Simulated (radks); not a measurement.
Neutral indium inside a hard spherical wall (all orbitals vanish at R), configuration held at [Kr] 4d10 5s2 5p1 and not refilled when levels cross. Calculated with a radial shooting solver on a logarithmic mesh with Libxc functionals: scalar-relativistic Kohn-Sham, LDA (Slater exchange, VWN5 correlation), spin-polarised, spherical densities, finite nucleus; open shells are filled with parallel spins first (spin-orbit coupling, left out, can overturn this in heavy ions); Fermi nuclear charge, rms radius 4.6156 fm. Eigenvalues in eV for spin up, with the zero of energy where the potential of the charges vanishes at infinity; a dash marks a level that is unbound or too diffuse for the functional's potential to be trusted. A positive occupied level is held by the wall or, in an anion where self-interaction has pushed it up, behind a barrier. The pressure on the wall is -dE/dV.

R (bohr) = free: E (hartree) -5876.33075; kinetic (hartree) 6122.962; e(4p) -78.021; e(4d) -18.713; e(5s) -8.671; e(5p) -2.906; e(6s, empty) -0.392; e(5d, empty) -; pressure (GPa) 0
R (bohr) = 20: E (hartree) -5876.33075; kinetic (hartree) 6122.962; e(4p) -78.021; e(4d) -18.713; e(5s) -8.671; e(5p) -2.906; e(6s, empty) -0.371; e(5d, empty) 0.610; pressure (GPa) < 0.0001
R (bohr) = 12: E (hartree) -5876.33059; kinetic (hartree) 6122.964; e(4p) -78.001; e(4d) -18.693; e(5s) -8.655; e(5p) -2.889; e(6s, empty) 0.059; e(5d, empty) 1.290; pressure (GPa) 0.00229
R (bohr) = 7: E (hartree) -5876.31482; kinetic (hartree) 6123.056; e(4p) -77.334; e(4d) -18.041; e(5s) -8.149; e(5p) -2.149; e(6s, empty) 4.672; e(5d, empty) 4.490; pressure (GPa) 0.754
R (bohr) = 6: E (hartree) -5876.28635; kinetic (hartree) 6123.200; e(4p) -76.644; e(4d) -17.373; e(5s) -7.578; e(5p) -1.250; e(6s, empty) 8.783; e(5d, empty) 6.830; pressure (GPa) 3.07
R (bohr) = 5: E (hartree) -5876.19616; kinetic (hartree) 6123.613; e(4p) -75.200; e(4d) -15.990; e(5s) -6.179; e(5p) 0.888; e(6s, empty) 17.362; e(5d, empty) 11.434; pressure (GPa) 14.6
R (bohr) = 4: E (hartree) -5875.86804; kinetic (hartree) 6124.971; e(4p) -71.939; e(4d) -12.905; e(5s) -2.205; e(5p) 6.567; e(6s, empty) 37.433; e(5d, empty) 21.790; pressure (GPa) 89.6
R (bohr) = 3.5: E (hartree) -5875.40508; kinetic (hartree) 6126.794; e(4p) -68.681; e(4d) -9.822; e(5s) 2.552; e(5p) 12.968; e(6s, empty) 57.901; e(5d, empty) 32.173; pressure (GPa) 258
R (bohr) = 2.5: E (hartree) -5871.47179; kinetic (hartree) 6141.502; e(4p) -51.908; e(4d) 6.986; e(5s) 34.682; e(5p) 52.674; e(6s, empty) 165.63; e(5d, empty) 86.412; pressure (GPa) 3480
R (bohr) = 2: E (hartree) -5862.45888; kinetic (hartree) 6173.457; e(4p) -27.844; e(4d) 33.477; e(5s) 94.526; e(5p) 120.94; e(6s, empty) 323.49; e(5d, empty) 166.24; pressure (GPa) 18700
R (bohr) = 1.5: E (hartree) -5826.22734; kinetic (hartree) 6289.282; e(4p) 39.886; e(4d) 110.91; e(5s) 286.83; e(5p) 325.54; e(6s, empty) 743.79; e(5d, empty) 380.66; pressure (GPa) 149000
